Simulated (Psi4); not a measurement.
C₃H₉N, charge -1, doublet, at the geometry of the source list (a state made from the parent by changing its charge; the spin is typed, not shown lowest) (a gas-phase anion, which may not be bound at this level); CCSD/6-31G (Psi4).

Psi4 was given this input:
```
memory 2 GB

molecule {
-1 2
  C    -0.61420000    1.11590000    0.56410000
  C    -0.09010000    0.02020000   -0.36040000
  C     1.35060000   -0.34120000   -0.00900000
  N    -0.92020000   -1.16670000   -0.18850000
  H     0.00310000    2.00670000    0.48570000
  H    -0.60020000    0.76100000    1.59070000
  H    -1.63700000    1.37810000    0.30330000
  H    -0.11220000    0.39990000   -1.40170000
  H     1.72360000   -1.11430000   -0.67700000
  H     1.39180000   -0.71630000    1.00970000
  H     1.99300000    0.53090000   -0.09460000
  H    -0.60270000   -1.91270000   -0.79820000
  H    -1.88540000   -0.96140000   -0.42410000
}

set basis 6-31g
set reference uhf
set scf_type pk
set mp2_type conv

energy('ccsd')
print_variables()
```

What the program printed (banner, timings and long lists left out):

```
   => Loading Basis Set <=

    Name: 6-31G
    Role: ORBITAL
    Keyword: BASIS

         ---------------------------------------------------------
                                   SCF
               by Justin Turney, Rob Parrish, Andy Simmonett
                          and Daniel G. A. Smith
                              UHF Reference
         ---------------------------------------------------------

  ==> Geometry <==

    Molecular point group: c1
    Full point group: C1

    Geometry (in Angstrom), charge = -1, multiplicity = 2:

       Center              X                  Y                   Z               Mass
    ------------   -----------------  -----------------  -----------------  -----------------
         C           -0.532033128255     1.224642099049     0.569338016517    12.000000000000
         C           -0.007933128255     0.128942099049    -0.355161983483    12.000000000000
         C            1.432766871745    -0.232457900951    -0.003761983483    12.000000000000
         N           -0.838033128255    -1.057957900951    -0.183261983483    14.003074004430
         H            0.085266871745     2.115442099049     0.490938016517     1.007825032230
         H           -0.518033128255     0.869742099049     1.595938016517     1.007825032230
         H           -1.554833128255     1.486842099049     0.308538016517     1.007825032230
         H           -0.030033128255     0.508642099049    -1.396461983483     1.007825032230
         H            1.805766871745    -1.005557900951    -0.671761983483     1.007825032230
         H            1.473966871745    -0.607557900951     1.014938016517     1.007825032230
         H            2.075166871745     0.639642099049    -0.089361983483     1.007825032230
         H           -0.520533128255    -1.803957900951    -0.792961983483     1.007825032230
         H           -1.803233128255    -0.852657900951    -0.418861983483     1.007825032230

  Running in c1 symmetry.

  Rotational constants: A =      0.28080  B =      0.26822  C =      0.15709 [cm^-1]
  Rotational constants: A =   8418.29458  B =   8040.95696  C =   4709.37149 [MHz]
  Nuclear repulsion =  136.088350185312493

  Charge       = -1
  Multiplicity = 2
  Electrons    = 35
  Nalpha       = 18
  Nbeta        = 17

  ==> Algorithm <==

  SCF Algorithm Type is PK.
  DIIS enabled.
  MOM disabled.
  Fractional occupation disabled.
  Guess Type is SAD.
  Energy threshold   = 1.00e-08
  Density threshold  = 1.00e-08
[...]
  @UHF Final Energy:  -173.00691962185627
    Total Energy =                       -173.0069196218562695
[...]
             12   8        -0.0063854519
             16   3        -0.0063509174
              9   8        -0.0062865583

    Largest TIJAB Amplitudes:
     17  12   1   0         0.0216542865
     17  14   9   1         0.0157803689
     17  13  10   0         0.0156813773
     17  15   9   0         0.0132177223
     17  14  10   0         0.0130782991
     17  16  10   0        -0.0127011846
     17  15   8   1         0.0126154958
     17  16   8   0         0.0123201538
     17  12  13   0         0.0109524748
     17  15   4   0         0.0106809547

    Largest Tijab Amplitudes:
     16  14  16  11        -0.0075120808
     16   9  21   8        -0.0070640593
     16   9  31  21         0.0068584013
     15  14  20  17        -0.0064462970
     15  11  13   7        -0.0057124990
     15  12  14   4         0.0056158818
     11  10  13   3        -0.0050961176
     11  10  12   7        -0.0049470415
     14   9  11  10        -0.0049284401
     16  12  31  21         0.0048918312

    Largest TIjAb Amplitudes:
     16  16  20  21        -0.0271695534
     15  15   9  10        -0.0221143703
     11  11   6   7        -0.0215644109
     17  12   1   6         0.0177487733
     15  15  19  20        -0.0175756561
     10  10   3   3        -0.0164441528
     14  14  10  11        -0.0164201920
     17  15   1   9        -0.0152142059
     17  16   0  11         0.0150756577
     17  15   0   4        -0.0149830978

    SCF energy       (wfn)                    = -173.006919621856269
    Reference energy (file100)                = -173.006919621856923

    Opposite-spin MP2 correlation energy      =   -0.318730296323273
    Same-spin MP2 correlation energy          =   -0.095756128930286
    Singles MP2 correlation energy            =   -0.000000000000000
    MP2 correlation energy                    =   -0.414486425253558
      * MP2 total energy                      = -173.421406047110480

    Opposite-spin CCSD correlation energy     =   -0.374336873941551
    Same-spin CCSD correlation energy         =   -0.085791508537105
    Singles CCSD correlation energy           =    0.000000000000000
    CCSD correlation energy                   =   -0.460128382478656
      * CCSD total energy                     = -173.467048004335567

  Variable Map:
  ----------------------------------------------------------------------------
[...]
  Array Variable Map:
  ----------------------------------------------------------------------------
[...]
[...]
```
